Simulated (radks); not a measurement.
Results of a calculation; reference values are marked as such.
Neutral rhenium inside a hard spherical wall (all orbitals vanish at R), configuration held at [Xe] 4f14 5d5 6s2 and not refilled when levels cross. Code: a radial shooting solver on a logarithmic mesh with Libxc functionals. Model: scalar-relativistic Kohn-Sham, r2SCAN, spin-polarised, spherical densities, finite nucleus; open shells are filled with parallel spins first (spin-orbit coupling, left out, can overturn this in heavy ions); meta-GGA in the generalised Kohn-Sham scheme; Fermi nuclear charge, rms radius 5.3698 fm. Eigenvalues in eV for spin up, with the zero of energy where the potential of the charges vanishes at infinity; a dash marks a level that is unbound or too diffuse for the functional's potential to be trusted. A positive occupied level is held by the wall or, in an anion where self-interaction has pushed it up, behind a barrier. The pressure on the wall is -dE/dV.

| R (bohr) | E (hartree) | kinetic (hartree) | e(5p) | e(4f) | e(6s) | e(5d) | e(6p, empty) | e(7s, empty) | pressure (GPa) |
|---|---|---|---|---|---|---|---|---|---|
| free | -16691.4260 | 18439.495 | -49.495 | -42.620 | -6.934 | -6.898 | -1.323 | - | 0 |
| 20 | -16691.4260 | 18439.495 | -49.495 | -42.620 | -6.934 | -6.898 | -1.323 | - | < 0.0001 |
| 10 | -16691.4257 | 18439.499 | -49.468 | -42.593 | -6.911 | -6.873 | -1.227 | 2.110 | 0.00929 |
| 5 | -16691.2811 | 18440.318 | -46.677 | -39.662 | -4.092 | -4.348 | 3.854 | 23.261 | 17.4 |
| 3.5 | -16690.2836 | 18444.533 | -38.976 | -30.743 | 8.257 | 3.471 | 21.972 | 74.346 | 328 |
| 2.5 | -16685.2931 | 18463.489 | -21.126 | -8.901 | 54.173 | 25.842 | 80.896 | 207.56 | 4380 |
| 1.5 | -16629.0977 | 18649.568 | 93.053 | 93.357 | 383.21 | 171.85 | 447.68 | 902.73 | 184000 |
